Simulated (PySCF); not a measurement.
Symmetry of computed structures. Theory: PBE0/pcSseg-1 in PySCF (dipole) on a GFN2-xTB geometry, gas phase. The symmetry is that of the one conformer found, every atom within 0.08 Å of its image; none is proved a minimum here.

What symmetry has `[SiH3:1][NH:2][c:3]1[cH:4][c:5]2[s:6][cH:7][cH:8][c:9]2[o:10]1` with Si1–N2–C3–C4 180°, H–Si1–N2–C3 -60° (nearest H)?

Cs; near-prolate asymmetric top; symmetry number 1; 2 operations, which sort the 17 atoms into 16 sets; dipole 1.98 D, in the ab plane, which is the mirror.

What symmetry has `[CH3:1][SiH2:2][O:3][Si@H:4]1[CH:5]=[CH:6][SiH2:7][NH:8]1` with C1–Si2–O3–Si4 -4°, Si2–O3–Si4–C5 -53°?

C1; asymmetric top; symmetry number 1; this conformer is chiral (no improper operation); dipole 1.24 D.

`[O:1]=[C:2]=[N:3][c:4]1[cH:5][cH:6][c:7]([F:8])[cH:9][cH:10]1` with C2–N3–C4–C5 179°: symmetry, top, dipole?

Cs; near-prolate asymmetric top; symmetry number 1; 2 operations, which sort the 14 atoms into 14 sets; dipole 1.00 D, in the ab plane, which is the mirror; A, B, C = 5338, 640.9, 572.2 MHz; heavy atoms equivalent by symmetry: none.
